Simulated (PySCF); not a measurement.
Dipole response of Mo²⁺ (molybdenum, charge +2)

[Kr] 4d4, high-spin 5D determinant. Calculation: PySCF 2.14, in aug-cc-pVTZ-DK; scalar relativity by spin-free X2C-1e. Coupled (time-dependent) response in atomic units; α is the mean over directions.

```json
{"method": "BP86", "mean α (bohr³)": "10.61", "α xx, yy, zz": "10.05, 10.05, 11.73", "C₆ (like pair)": "56.72", "S(−4)": "47.08"}
```

S(−4) is the Cauchy moment in α(ω) = α(0) + S(−4) ω² + …

Spin-orbit coupling is absent.

α(iu) at BP86:

```json
{"u (hartree)": "0", "α(iu) (bohr³)": "10.61"}
{"u (hartree)": "0.0500", "α(iu) (bohr³)": "10.49"}
{"u (hartree)": "0.100", "α(iu) (bohr³)": "10.17"}
{"u (hartree)": "0.200", "α(iu) (bohr³)": "9.170"}
{"u (hartree)": "0.300", "α(iu) (bohr³)": "8.070"}
{"u (hartree)": "0.500", "α(iu) (bohr³)": "6.268"}
{"u (hartree)": "0.750", "α(iu) (bohr³)": "4.748"}
{"u (hartree)": "1.00", "α(iu) (bohr³)": "3.720"}
{"u (hartree)": "1.50", "α(iu) (bohr³)": "2.440"}
{"u (hartree)": "2.00", "α(iu) (bohr³)": "1.702"}
{"u (hartree)": "3.00", "α(iu) (bohr³)": "0.9437"}
{"u (hartree)": "5.00", "α(iu) (bohr³)": "0.4043"}
```

For an ion, C₆ is the dispersion term alone; charge-induced terms of lower order in 1/R come first.

The components differ because the open shell of this determinant is not spherical; for a pure term their mean is the scalar polarisability.
